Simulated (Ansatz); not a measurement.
Z-matrix (Å, degrees):
```
C
F 1 1.390
S 1 1.805 2 110.2
O 1 1.377 2 108.7 3 118.9
Si 1 1.917 2 108.3 3 -118.6
H 3 1.344 1 94.5 2 95.5
H 4 0.967 1 108.2 2 65.2
Cl 5 2.057 1 104.9 2 -64.5
H 5 1.477 1 109.7 2 179.3
H 5 1.479 1 111.3 2 54.1
```

Charge 0, multiplicity 1.

Q: List the r2SCAN/def2-TZVPP orbital energies in eV (the Gaussian-basis code of Ansatz). (Best estimate.)

A: Computed: Occupied: -2753.81, -2409.64, -1792.40, -666.46, -517.10, -277.55, -255.20, -214.08, -193.73, -193.61, -193.59, -158.19, -158.07, -157.92, -142.79, -97.71, -97.61, -97.60, -32.17, -28.32, -21.97, -20.56, -16.88, -15.14, -14.18, -12.82, -12.31, -11.14, -10.47, -10.19, -9.91, -9.40, -8.90, -8.79, -8.36, -7.43, -6.68. Lowest empty: -1.18, -0.39, 0.09, 0.46, 0.72, 1.14, 1.52, 2.41.
